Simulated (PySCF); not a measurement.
C₃H₂F₃O, SMILES [CH]=C(O)C(F)(F)F, multiplicity 2. Coordinates come from a PBE-D3(BJ)/def2-SVP optimisation. The isomer is the one that the SMILES or the coordinates give; other isomers of the formula were not compared. One conformer was computed; it need not be the lowest.

Computed equilibrium geometry at PBE-D3(BJ)/def2-SVP (PySCF confirms it by a frequency run) as a Z-matrix, and its point group (one conformer of several):
point group Cs.
```
C
C 1 1.3287
O 1 1.3605 2 127.49
H 3 0.9774 1 107.51 2 0.00
H 2 1.0917 1 140.37 3 180.00
C 1 1.5261 2 121.97 5 0.00
F 6 1.3485 1 111.08 2 0.00
F 6 1.3499 7 108.15 1 -121.85
F 6 1.3499 7 108.15 8 -116.30
```
Charge 0, spin multiplicity 2.
